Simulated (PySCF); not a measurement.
Computed vibrations of PbBr2

PbBr2 (singlet). PySCF 2.14.0, RKS PBE0, Pb def2-SVP with ECP60, Br def2-SVP; non-relativistic Hamiltonian with scalar-relativistic core potentials where named; density fitting; no spin-orbit coupling. Central differences of gradients.

```xyz
3

Pb    0.0000    0.0000   -0.7256
Br    2.0210    0.0000    0.9561
Br   -2.0210    0.0000    0.9561
```

Run from Python with OMP_NUM_THREADS=2. Where DIIS fails, smearing, a level shift and second-order steps follow.
It took 18 s on 2 threads of Arm Neoverse V1, on a shared host.

Problem. What are the harmonic wavenumbers and infrared intensities?

Solution. Modes are labelled in C2v; negative numbers are unstable modes, those under 60 cm⁻¹ near the noise; a finer grid moves soft modes by up to 10 cm⁻¹.
```
cm⁻¹  km/mol  symmetry
  64     1.0        a1
 212    44.9        b2
 218    17.8        a1
```

Problem. Is this a minimum?

Solution. Yes. Ideal gas at 298.15 K and 1 bar: S = 338.2 J/(mol K), Cp = 56.7 J/(mol K), H − H(0 K) = 14.9 kJ/mol (rigid rotor, harmonic modes, spin degeneracy alone).
